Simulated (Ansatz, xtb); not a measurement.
Species: InF2, net charge 0, doublet state. It need not be the lowest isomer of its formula. SMILES: [F][In][F]
Structure (B3LYP-D3(BJ)/def2-TZVP (Ansatz, a quantum-chemistry and plane-wave program) minimum search):
```xyz
3

In     0.2297     0.1164     0.0940
F     -0.8133     0.9486    -1.3634
F     -0.4372    -1.5822     0.8518
```
Charge 0, spin multiplicity 2.

Harmonic wavenumbers from GFN2-xTB (xtb, at its own minimum), cm⁻¹: 57, 245, 249.

Task: Give the harmonic wavenumbers at B3LYP-D3(BJ)/def2-TZVP (Ansatz, finite differences of forces, unscaled).

Result: 119, 529, 550 cm⁻¹. Zero-point energy 1.7 kcal/mol.

Task: From these and the geometry, give the ideal-gas thermochemistry at 298.15 K and 1 atm (rigid rotor, harmonic oscillator).

Result: Point group C2v, rotational symmetry number 2. Rotational constants 17.01, 4.645, 3.649 GHz. S(trans) 40.98, S(rot) 23.15, S(vib) 4.25, S(elec, spin only) 1.38, S 69.8 cal/(mol K). H(298) - H(0) 3.06 kcal/mol; G - E(el) -16.0 kcal/mol.
